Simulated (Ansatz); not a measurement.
The first iterations of a band of Cl2FH3HfOSi + H (10 atoms, charge 0, multiplicity 2).

Computed with UKS PBE/def2-SVP in Ansatz 0.2.0.

```
movable images  : 5
climbing image  : yes
spring          : 5.0 eV/Å²
optimiser       : quadratic models (default)
start path      : through a guess of the saddle point
force threshold : 0.05 eV/Å
iteration limit : 60
end points      : relaxed
```

Initial state:

```xyz
10
Properties=species:S:1:pos:R:3
Hf 0.001 -0.255 -0.157
F 0.104 -0.063 1.743
Cl 2.017 0.489 -1.135
O -1.450 0.843 -0.782
Si -2.724 1.821 -1.316
H -3.967 1.452 -0.559
H -2.370 3.257 -1.062
H -2.927 1.592 -2.786
Cl -0.447 -2.508 -0.704
H 0.243 0.031 4.977
```

Final state:

```xyz
10
Properties=species:S:1:pos:R:3
Hf 0.215 -0.076 -0.113
F -0.707 0.167 2.026
Cl 2.036 0.187 -1.576
O -1.260 1.021 -0.698
Si -2.648 1.886 -1.119
H -3.749 1.554 -0.151
H -2.344 3.355 -1.057
H -3.064 1.505 -2.511
Cl 0.435 -2.174 1.202
H -0.435 -0.767 2.213
```

| iteration | highest image above the first end (eV) | largest band force component (eV/Å) |
| --- | --- | --- |
| 1 | 2.159 | 6.659 |
| 2 | 1.432 | 1.737 |
| 3 | 1.287 | 1.434 |
| 4 | 1.083 | 1.123 |
| 5 | 1.000 | 1.048 |
| 6 | 0.784 | 0.895 |
| 7 | 0.784 | 0.493 |
| 8 | 1.042 | 2.192 |
| 9 | 1.023 | 1.895 |
| 10 | 1.051 | 1.208 |

**Question.** Does the band converge within its limit, and where does its top end?

**Answer.** It converged. It ended after 30 iterations with the highest image 1.068 eV above the first end. A structure lower than the first end lies on the path between it and the top, so the climb from that side starts below the end, which may itself be a saddle point or a shallow side well. A vibrational analysis at the climbing image gives one clearly imaginary mode, 1084i cm⁻¹, and a faint second one (13i cm⁻¹) that may be numerical noise or a soft torsion: probably a first-order saddle point.

Time of the run: 5.5 min on 4 threads of Intel(R) Xeon(R) Platinum 8488C (Sapphire Rapids), with other jobs on the host, peak memory 0.32 GiB.
